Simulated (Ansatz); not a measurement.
Task: Name a neutral molecule of C, Ge, N and H with size of the dipole moment (PBE/def2-TZVPP) between 2.25 and 2.55 D and LUMO energy (B3LYP/def2-TZVPP) between 0.25 and 0.55 eV (Ansatz, PBE0-D4/def2-TZVP geometry).

Result: `NC#[C][GeH3]` (2.44 D, 0.29 eV); `N[CH2][GeH2][NH2]` (2.38 D, 0.27 eV). Other molecules can fit too; these were computed, each in one conformer that needn't be the lowest.

B3LYP here is the variant with VWN-RPA as its local correlation; programs differ in this.
